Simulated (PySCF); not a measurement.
## Löwdin shares of the frontier orbitals

Ge(CN)2Me2, C4H6GeN2.
Geometry (PBE0-D3(BJ)/def2-SVP, Å), atoms numbered from 1 in this order:
```
atom  x, y, z in Å
Ge1    0.2029   -0.0040    0.1453
C2     0.3048   -0.0146    2.0720
N3     0.3182   -0.0242    3.2310
C4     2.0426   -0.0152   -0.4346
N5     3.1310   -0.0262   -0.8334
C6    -0.6160    1.6504   -0.4299
H7    -0.6260    1.6955   -1.5281
H8    -0.0489    2.5066   -0.0403
H9    -1.6485    1.7036   -0.0569
C10   -0.6364   -1.6436   -0.4410
H11   -1.6587   -1.7041   -0.0420
H12   -0.0592   -2.5062   -0.0810
H13   -0.6753   -1.6701   -1.5390
```

The calculation used TDDFT PBE0/def2-SVPD, vertical, gas phase, core orbitals frozen in the response (PySCF). The PBE0/def2-SVPD calculation is non-relativistic and has no spin–orbit coupling, an omission that weighs most on germanium.

Frontier orbitals with the atoms that hold most of them (Löwdin shares over 4%, at most four atoms; ? is withheld):

```
orbital  ε (eV)                            atoms
 HOMO-3  -10.21   N5 26%, N3 26%, C4 22%, C2 22%
 HOMO-2  -10.02   N3 23%, N5 21%, C2 16%, C4 14%
 HOMO-1  -10.01   N5 29%, N3 26%, C4 22%, C2 20%
   HOMO       ?                                ?
   LUMO   -0.96  Ge1 20%, N3 16%, N5 16%, C2 16%
 LUMO+1   -0.84  Ge1 17%, C2 16%, N3 15%, C4 15%
 LUMO+2   -0.09  Ge1 21%, C4 18%, C2 17%, N5 14%
```

(1) Which atoms hold the HOMO, and with what shares?

(2) What is the HOMO energy, and the HOMO–LUMO gap?

Answers

(1) C6 (bonded to Ge and 3 H) 16%; C10 (bonded to Ge and 3 H) 16%; N5 (bonded to C) 13%; N3 (bonded to C) 13%. By element: carbon 32% or more, nitrogen 26%.

(2) ε(HOMO) = -9.57 eV; the gap is 8.61 eV (0.3163 hartree).

Question: The HOMO–LUMO gap is 8.61 eV. Where does the response calculation put the lowest singlet, and from which orbitals?

Answer: S1 is at 6.97 eV (f = 0.0092), 1.64 eV below the gap, made of HOMO→LUMO (70%), HOMO-3→LUMO+2 (9%). Without the coupling terms of the response equations the lowest excitation would equal the gap.

Next come S2 at 7.12 eV (f 0.0000), HOMO-3→LUMO (42%), HOMO-1→LUMO+1 (28%), HOMO→LUMO+2 (14%); S3 at 7.34 eV (f 0.017), HOMO→LUMO+1 (48%), HOMO-2→LUMO (33%); S4 at 7.41 eV (f 0.0030), HOMO-1→LUMO (50%), HOMO-3→LUMO+1 (29%), HOMO→LUMO+4 (9%); S5 at 7.42 eV (f 0.0001), HOMO-1→LUMO+1 (50%), HOMO-3→LUMO (27%).

Orbitals of the list HOMO-3 to LUMO+2 that lie within 0.01 eV of each other are written together with a slash and their weights summed (≥ marks a lower bound); for degenerate orbitals outside that list single weights are arbitrary.

Löwdin shares depend on the basis, the more so with diffuse functions.
